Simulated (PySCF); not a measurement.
C2H5AlClFO. Atoms are numbered in the order given.

```xyz
11

Al     0.4880    -0.0181     0.2880
F      1.5474    -0.9760    -0.5563
Cl     0.8141     0.2797     2.3218
O     -0.8265     0.7113    -0.4585
C     -1.4655     0.6707    -1.7141
C     -1.6922    -0.7534    -2.2007
H     -2.4313     1.1971    -1.6193
H     -0.8682     1.2318    -2.4572
H     -2.3071    -1.3143    -1.4780
H     -2.2132    -0.7610    -3.1714
H     -0.7326    -1.2823    -2.3251
```

The structure is a stationary point at B3LYP-D3(BJ)/def2-SVP. The values are those of a single conformer.

All values below come from PBE/def2-TZVP (PySCF).

The molecule is in vacuum.

The total energy is -956.63484 hartree, the highest occupied level comes out as -7.01 eV and the lowest empty level is -1.78 eV. The orbital gap comes out as 5.23 eV and the dipole moment is 1.98 D. The quadrupole, principal values (traceless, Buckingham form, about the centre of nuclear charge) is -7.70, 2.59, 5.10 D·Å, the mean static polarisability is 63.7 bohr³ (9.44 Å³) and the polarisability, principal values is 53.9, 57.1, 80.1 bohr³.
